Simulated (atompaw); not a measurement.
**Hg: PAW (atompaw) pseudisation with PBEsol, scalar-relativistic reference atom.**

mercury (Hg), PAW, made with atompaw 4.2.0.5 (PBEsol, scalar-relativistic). Core [Kr] 4d10, reference 4f14 5s2 5p6 5d10 6s2 6p0. Waves: 5s (bound): rc 1.20 bohr; 6s (bound): rc 1.80 bohr; 5p (bound): rc 1.35 bohr; 6p (bound, empty): rc 1.80 bohr; 5d (bound): rc 1.60 bohr; 5d channel at 3.25 Ry: rc 1.80 bohr; 4f (bound): rc 0.85 bohr; 4f channel at -5.05 Ry: rc 0.85 bohr. Local part: troulliermartins scheme with l = 4 at 0 Ry, radius 1.55 bohr. Core correction: smooth core density matched at 1.45 bohr. Augmentation charge: sinc compensation charge, radius 1.30 bohr; PAW radius 1.80 bohr; waves and projectors: custom polynom2 7 10 vanderbiltortho.

Poles of the logarithmic derivatives, all-electron (AE) and pseudo (PS). s: poles at -8.5 (AE) and -8.5 (PS) Ry. p: poles at -4.3 (AE) and -4.3 (PS) Ry. d: poles at 1.0 (AE) and 1.0 (PS) Ry. f: poles at no energy (AE) and -7.0 (PS) Ry. Test radius 1.80 bohr.

* Lowest eigenvalue of the overlap operator: 0.58 (s channel)
* Overlap eigenvalues printed by atompaw (projector basis): 0.0288, 0.437, 0.935, 1.87, 28.8, 134, 1e+03, 3.73e+04
* Warning: the pseudo core plus compensation charge is negative at some radii, so no UPF file was written
* Share of each valence orbital outside the PAW sphere: 5s 1 %, 6s 83 %, 5p 3 %, 6p 97 %, 5d 26 %, 4f 0 %

A Bessel basis up to 400 Ry misses an occupied level by 7.17 Ry, so cutoffs and ghosts were not judged.
